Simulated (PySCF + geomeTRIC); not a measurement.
A geometry relaxed with PySCF + geomeTRIC with CAM-B3LYP-D3(BJ)/def2-TZVP, charge 0, multiplicity 1:

```xyz
6

Si    -0.9696     0.0193    -0.5183
H     -1.9297     1.1015    -0.1942
Si     0.9555     0.1499     0.5607
H      1.6836     1.3673     0.1321
F     -1.7992    -1.3457    -0.5182
Cl     2.2578    -1.4359     0.4392
```

Question: Write the SMILES of this molecule.

Answer: `F/[SiH]=[SiH]\Cl`
